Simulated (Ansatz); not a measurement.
SiClEt3 (C₆H₁₅ClSi). Total charge 0; singlet. Geometry r2SCAN-D4/def2-SVP; atoms count from 1.

```tsv
atom	x (Å)	y (Å)	z (Å)
Si1	0.205	0.042	0.012
Cl2	2.267	0.455	0.157
C3	0.034	-1.526	-1.012
C4	0.707	-2.765	-0.416
H5	0.445	-1.314	-2.016
H6	-1.048	-1.704	-1.165
H7	0.612	-3.639	-1.080
H8	1.781	-2.588	-0.248
H9	0.264	-3.043	0.554
C10	-0.591	1.522	-0.831
C11	-0.069	1.824	-2.238
H12	-0.446	2.399	-0.174
H13	-1.683	1.342	-0.850
H14	-0.543	2.723	-2.664
H15	1.020	1.995	-2.226
H16	-0.263	0.991	-2.933
C17	-0.428	-0.193	1.767
C18	-0.250	1.018	2.687
H19	0.088	-1.073	2.193
H20	-1.496	-0.478	1.698
H21	-0.601	0.808	3.710
H22	0.809	1.313	2.751
H23	-0.813	1.893	2.322
```

Estimate the Mulliken populations from the PBE0/def2-TZVP orbitals of Ansatz.


| atom | charge (e) |
| --- | --- |
| Si1 | 0.41 |
| Cl2 | -0.29 |
| C3 | -0.29 |
| C4 | -0.39 |
| H5 | 0.13 |
| H6 | 0.12 |
| H7 | 0.13 |
| H8 | 0.14 |
| H9 | 0.12 |
| C10 | -0.29 |
| C11 | -0.39 |
| H12 | 0.13 |
| H13 | 0.12 |
| H14 | 0.13 |
| H15 | 0.14 |
| H16 | 0.12 |
| C17 | -0.29 |
| C18 | -0.39 |
| H19 | 0.13 |
| H20 | 0.12 |
| H21 | 0.13 |
| H22 | 0.14 |
| H23 | 0.12 |
Mulliken values depend strongly on the basis.

And the Mayer bond orders between heavy atoms (over 0.3)?

Si1–Cl2 1.10 (2.11 Å); Si1–C3 1.00 (1.88 Å); Si1–C10 1.00 (1.88 Å); Si1–C17 1.00 (1.88 Å); C3–C4 0.99 (1.53 Å); C10–C11 0.99 (1.53 Å); C17–C18 0.99 (1.53 Å).
